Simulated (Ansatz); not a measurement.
Si5O14H8⁺, a hydroxylated oxide cluster, relaxed as a doublet with UKS PBE-D4/def2-SVP in Ansatz, starting from the PBE-D4/def2-SVP geometry of the neutral singlet. Force threshold 0.03 eV/Å.

In the doublet geometry the species has come apart into loosely held pieces.

Start:

```csv
atom,x (Å),y (Å),z (Å)
Si1,0.735,1.836,0.502
Si2,-1.538,1.183,0.885
Si3,3.000,1.655,-0.289
Si4,-3.539,-0.145,0.951
Si5,0.587,-1.997,-0.908
O6,-3.757,-1.212,-0.264
O7,-1.042,-1.935,-0.483
O8,-4.811,-0.239,1.980
O9,-3.137,1.498,0.531
O10,0.794,-3.425,-1.710
O11,0.923,-0.688,-1.937
O12,-1.925,-0.307,1.583
O13,1.542,-1.917,0.437
O14,-0.481,1.109,-0.445
O15,-0.407,2.148,1.717
O16,1.749,2.873,-0.317
O17,2.014,0.787,0.860
O18,3.209,0.792,-1.651
O19,4.452,2.215,0.221
H20,-2.903,-1.565,-0.627
H21,-1.124,-1.703,0.472
H22,-4.949,0.532,2.557
H23,1.707,-3.628,-1.972
H24,0.230,0.000,-1.797
H25,1.805,-1.007,0.718
H26,2.433,0.196,-1.878
H27,4.432,2.943,0.866
```

```tsv
step	energy (eV)	largest force component (eV/Å)	SCF passes
1	-68107.1571	0.767	63
2	-68107.2527	0.488	32
3	-68107.3091	0.326	34
4	-68107.3185	0.251	36
5	-68107.3437	0.197	34
6	-68107.3487	0.119	28
7	-68107.3494	0.132	28
8	-68107.3523	0.211	28
9	-68107.3540	0.298	28
10	-68107.3568	0.209	28
11 (rejected)	-68107.3537	0.162	27
12	-68107.3588	0.097	29
13	-68107.3609	0.035	28
14	-68107.3613	0.017	30
```

Force components are those of the run's own axes.

End:

```xyz
27

Si    0.7274    1.8300    0.4661
Si   -1.5466    1.1415    0.8103
Si    3.0412    1.7137   -0.2514
Si   -3.6080   -0.1298    0.9823
Si    0.6272   -1.9639   -0.9357
O    -4.0171   -1.1653   -0.2138
O    -0.9881   -1.9287   -0.5390
O    -4.7554   -0.2266    2.1277
O    -3.1497    1.4820    0.5244
O     0.9206   -3.3727   -1.7589
O     0.9293   -0.6828   -1.9986
O    -1.9361   -0.3876    1.4386
O     1.6728   -1.8327    0.3361
O    -0.4701    1.0946   -0.5115
O    -0.4252    2.0775    1.6754
O     1.7576    2.8846   -0.2988
O     2.0106    0.7667    0.8100
O     3.3004    0.8794   -1.6318
O     4.4722    2.2257    0.3138
H    -3.3079   -1.4731   -0.8148
H    -1.2090   -1.7720    0.4134
H    -4.8378    0.4535    2.8205
H     1.6867   -3.9209   -1.4944
H     0.1814   -0.0354   -1.9953
H     1.8473   -0.9240    0.7209
H     2.5472    0.3484   -1.9923
H     4.5293    2.9180    0.9969
```

By distances, no bond broke or formed. The bond that changes most is Si2–Si4, from 2.40 to 2.43 Å (atoms count from 1).

No frequencies were taken in this run, so the end may be a saddle point.

Run time 87 s (2 threads of AMD EPYC 7R13 on a shared host and a share (18 GiB) of an NVIDIA H100 80GB HBM3).
